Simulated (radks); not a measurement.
Values are calculated unless marked as measured or tabulated.
Q: The mean radii <r> (bohr) of the occupied orbitals of an atom or ion are listed with their occupations. Code: a radial shooting solver on a logarithmic mesh with Libxc functionals. Model: Dirac Kohn-Sham, exchange-only PBE, spin-unpolarised, spherical densities, finite nucleus; Fermi nuclear charge, rms radius of each element as measured or else 0.836 A^(1/3) + 0.57 fm.

orbital  occ.      <r>
1s1/2       2  0.02191
2s1/2       2  0.09275
2p1/2       2  0.07746
2p3/2       4  0.08430
3s1/2       2   0.2440
3p1/2       2   0.2336
3p3/2       4   0.2467
3d3/2       4   0.2187
3d5/2       6   0.2228
4s1/2       2   0.5519
4p1/2       2   0.5634
4p3/2       4   0.5925
4d3/2       4   0.6260
4d5/2       6   0.6361
5s1/2       2    1.263
5p1/2       2    1.369
5p3/2       2    1.435
4f5/2       6   0.7757

Name the element and its charge. Open shells, if any, fill j = l - 1/2 first.

A: Z = 64, gadolinium, charge +6: Gd6+ in [Kr] 4d10 4f6 5s2 5p4. The 1s radius gives Z: for a bare nucleus <r> = (2 gamma + 1)/(2Z) with gamma = sqrt(1 - (Z/c)^2), 0.02163 bohr for Z = 64, and screening makes it slightly larger (0.02191 here). The occupations add up to 58, and the charge is Z minus that.
